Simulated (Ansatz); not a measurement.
Species: CHSe2 (charge +1, singlet). It need not be the lowest isomer of its formula. SMILES: C(=[Se])=[SeH+]
Geometry: optimised at B3LYP-D3(BJ)/def2-TZVP (Ansatz, a first-principles code).

Parts of the frozen-core correlation energy in STO-3G (Ansatz, hartree). Frozen orbitals: 29; correlated occupied orbitals by spin: 8 and 8; virtual: 5 and 5. No spin-orbit coupling. Non-relativistic. The restricted reference is unstable.

```
term                             value
-------------------------  -----------
reference (HF)             -4784.82453
MP2 opposite-spin                  ___
MP2 same-spin                 -0.04368
CCSD correlation                   ___
(T)                                ___
FCI minus CCSD(T)             -0.00249
T1 diagnostic                    0.018
largest doubles amplitude        0.134
```

Q: Complete the blanks.

A: 
- MP2 opposite-spin, value: -0.13339
- CCSD correlation, value: -0.18072
- (T), value: -0.00620
